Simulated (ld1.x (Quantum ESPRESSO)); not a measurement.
# promethium (Pm), TM: configuration errors across variants

promethium, norm-conserving Troullier–Martins (Kleinman–Bylander form), made with ld1.x (Quantum ESPRESSO) 7.5 (PBE, scalar-relativistic). Core [Kr] 4d10, reference 4f5 5s2 5p6 5d0 6s2 6p0. Waves: 5p (bound): rc 2.85 bohr; 5d (bound, empty): rc 3.65 bohr; 4f (bound): rc 1.40 bohr; 5s (bound): rc 1.95 bohr. Local part: the s channel. Core correction: none.

Occupied shells without a wave of their own: 6s. They enter only through the test configuration that unscreens the potential.

All-electron excitation energies from the reference (eV): (1) 4f5 5s2 5p6 5d0 6s1 6p0 5.873; (2) 4f5 5s2 5p6 5d0 6s0 6p0 16.813; (3) 4f4 5s2 5p6 5d0 6s0 6p0 40.010; (4) 4f6 5s2 5p6 5d0 6s0 6p0 8.155; (5) 4f5 5s2 5p5 5d0 6s2 6p0 27.511; (6) 4f4 5s2 5p6 5d1 6s1 6p0 8.795; (7) 4f5 5s2 5p6 5d1 6s0 6p0 7.109.

For the base: The 6s level has no wave, so the channel is fitted at the deeper level alone: the likely source of the large errors.

4 further variants failed, have other tests or another functional or relativity, and are left out.

Errors AE − PS in meV (a dash: test not solved or not reliable):

```csv
change,(1),(2),(3),(4),(5),(6),(7),bound ghosts
base,-355,-966,-1536,-461,+6.1,-438,-631,none
wave 5s (bound): rc 1.95 bohr becomes 5s (bound): rc 1.96 bohr,-355,-966,-1536,-461,+6.1,-438,-631,none
wave 4f (bound): rc 1.40 bohr becomes 4f (bound): rc 1.82 bohr,-355,-966,-1369,-399,+18,-243,-631,none
wave 5p (bound): rc 2.85 bohr becomes 5p (bound): rc 4.02 bohr,-356,-980,-1565,-472,+46,-437,-636,none
```

Task: Give the same row for: type RRKJ; rho0 0.005.

Result: -355, -967, -1432, -422, +20, -371, -625; bound ghosts: none.
